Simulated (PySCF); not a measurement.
Zn(Cl)(SeH) (ClHSeZn), SMILES [Cl][Zn][SeH].

Geometry optimised at PBE0-D3(BJ)/def2-SVP. Other conformers were not sampled.

Calculation: r2SCAN/def2-TZVPD (PySCF).

total energy: -4641.80714 hartree
point group: Cs
highest occupied level: -6.57 eV
lowest empty level: -2.04 eV
orbital gap: 4.53 eV
dipole moment: 1.37 D
quadrupole, principal values (traceless, Buckingham form, about the centre of nuclear charge): -9.51, 1.41, 8.10 D·Å
mean static polarisability: 69.9 bohr³ (10.36 Å³)
polarisability, principal values: 55.0, 56.2, 98.6 bohr³
